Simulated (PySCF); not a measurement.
# Electronic structure of Mn (manganese, neutral) at the UHF level

Configuration: [Ar] 3d5 4s2, high-spin 6S determinant. All numbers are calculated (PySCF 2.14, no relativity, point nucleus, in aug-cc-pVDZ).

```json
{
  "Total energy": "-1149.867706 hartree",
  "One-electron energy": "-1585.3144 hartree",
  "Hartree (Coulomb) energy": "486.4381 hartree",
  "Exchange energy": "-50.9913 hartree",
  "Kinetic energy": "1149.88490 hartree",
  "⟨S²⟩": "8.7709",
  "⟨L²⟩": "0.000",
  "Sum of ⟨r⟩": "21.81 bohr",
  "Sum of ⟨r²⟩": "43.30 bohr²",
  "Density at the nucleus (Gaussians lack the cusp)": "10500 bohr⁻³",
  "Spin density at the nucleus": "1.21 bohr⁻³",
  "Langevin diamagnetic susceptibility": "-34.3 ×10⁻⁶ cm³/mol",
  "Time after the integrals": "0.27 s of wall time on 1 thread of Neoverse-V2 (shared host)"
}
```

| shell | electrons | mean orbital energy (hartree) | rms radius, mean of both spins (bohr) |
| --- | --- | --- | --- |
| 1s α | 1 | -240.53684 | 0.0713 |
| 1s β | 1 | -240.53369 | 0.0713 |
| 2s α | 1 | -29.17864 | 0.305 |
| 2s β | 1 | -29.04293 | 0.305 |
| 2p α | 3 | -24.88087 | 0.274 |
| 2p β | 3 | -24.74701 | 0.274 |
| 3s α | 1 | -4.02310 | 0.924 |
| 3s β | 1 | -3.61583 | 0.924 |
| 3p α | 3 | -2.72860 | 0.992 |
| 3p β | 3 | -2.23537 | 0.992 |
| 3d α | 5 | -0.64276 | 1.28 |
| 4s α | 1 | -0.27397 | 3.66 |
| 4s β | 1 | -0.22611 | 3.66 |
